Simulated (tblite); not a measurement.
Compound: C₃H₆N₂OSi.
Numbering: `[N:1]#[C:2]/[C:3]([CH2:4][OH:5])=[N:6]/[SiH3:7]` (hydrogens: H8, H9 on C4; H10 on O5; H11, H12, H13 on Si7)

A start from a force field or distance geometry was refined with tblite 0.8.0, GFN2-xTB geometry optimisation, gas phase. Values at the start:

| coordinate | start |
| --- | --- |
| N1≡C2 | 1.145 Å |
| C2–C3 | 1.471 Å |
| C3–C4 | 1.513 Å |
| C3=N6 | 1.286 Å |
| C4–O5 | 1.434 Å |
| C4–H8 | 1.096 Å |
| O5–H10 | 0.976 Å |
| N6–Si7 | 1.734 Å |
| Si7–H11 | 1.480 Å |
| N1–C2–C3 | 177.2° |
| C2–C3–C4 | 115.3° |
| C2–C3–N6 | 112.0° |
| C3–C4–O5 | 113.4° |
| C3–N6–Si7 | 120.6° |
| C4–C3–N6 | 132.7° |
| C2–C3–C4–O5 | -126° |

How do these coordinates change at the GFN2-xTB level?

| coordinate | GFN2-xTB (Å or °) | change |
| --- | --- | --- |
| C2–C3 | 1.431 | -0.040 |
| C4–O5 | 1.397 | -0.037 |
| C3=N6 | 1.251 | -0.035 |
| Si7–H11 | 1.459 | -0.021 |
| O5–H10 | 0.963 | -0.013 |
| C3–C4 | 1.524 | +0.011 |
| N6–Si7 | 1.728 | -0.006 |
| N1≡C2 | 1.145 | 0.000 |
| C4–H8 | 1.096 | 0.000 |
| C3–N6–Si7 | 134.8 | +14.2 |
| C2–C3–N6 | 119.7 | +7.7 |
| C4–C3–N6 | 126.6 | -6.1 |
| N1–C2–C3 | 178.9 | +1.7 |
| C2–C3–C4 | 113.7 | -1.6 |
| C3–C4–O5 | 112.6 | -0.8 |
| C2–C3–C4–O5 | -164 | -38 |

The energy falls by 7.8 kcal/mol over 85 L-BFGS steps, the largest force on an atom goes from 2.42 to 0.010 eV/Å, and the atoms move by 0.496 Å rms after alignment. The bond that changes most is C2–C3 (nitrile carbon to C=N carbon), which shortens by 0.040 Å. Bonds longer at the end by more than 0.005 Å: 2 of 12; shorter: 8. Among the dihedrals that turn most is N6–C3–C4–O5, from 55° to 15°. Rotational constants go from 3064, 1534, 1080 to 3455, 1475, 1062 MHz.

The run took 0.68 s on one thread of an Intel Xeon at 2.70 GHz, shared host with 64 logical CPUs at a one-minute load of 61.

Its GFN2-xTB frequencies are all real (lowest 29 cm⁻¹). The numbers are those of one conformer. 2 starts were optimised and ended at 0.00 and 3.21 kcal/mol (GFN2-xTB); the lowest of these is shown.

These are computed values.
